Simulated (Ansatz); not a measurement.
One change: `C[CH](C)[Mg][NH2]` becomes `CC(C)CCl`.

Ansatz, PBE0-D4/def2-TZVP geometries, multiplicity 1. Each molecule was computed in one conformer, which needn't be the lowest.

```tsv
property	`C[CH](C)[Mg][NH2]`
HOMO–LUMO gap (PBE/def2-TZVPP) / eV	3.44
HOMO energy (PBE0/def2-TZVPP) / eV	-6.14
size of the dipole moment (B3LYP/def2-TZVPP) / D	0.38
LUMO energy (PBE0/def2-TZVPP) / eV	-0.68
HOMO–LUMO gap (B3LYP/def2-TZVPP) / eV	4.98
HOMO energy (PBE/def2-TZVPP) / eV	-4.79
```

(1) Give the same properties after the change, and the shifts. (Estimate.)

Answers

(1) The calculation gave: 
```csv
property,`CC(C)CCl`,shift
HOMO–LUMO gap (PBE/def2-TZVPP) / eV,6.63,3.19
HOMO energy (PBE0/def2-TZVPP) / eV,-8.26,-2.12
size of the dipole moment (B3LYP/def2-TZVPP) / D,2.03,1.65
LUMO energy (PBE0/def2-TZVPP) / eV,0.77,1.45
HOMO–LUMO gap (B3LYP/def2-TZVPP) / eV,8.46,3.48
HOMO energy (PBE/def2-TZVPP) / eV,-6.84,-2.05
```

With PBE0 the HOMO falls by 2.12 eV and the LUMO rises by 1.45 eV, so the gap widens by about 3.57 eV. PBE moves the HOMO by -2.05 eV and ωB97M-V by -2.23 eV. Dipoles are sizes alone; their direction can turn.

B3LYP here is the variant with VWN-RPA as its local correlation; programs differ in this.
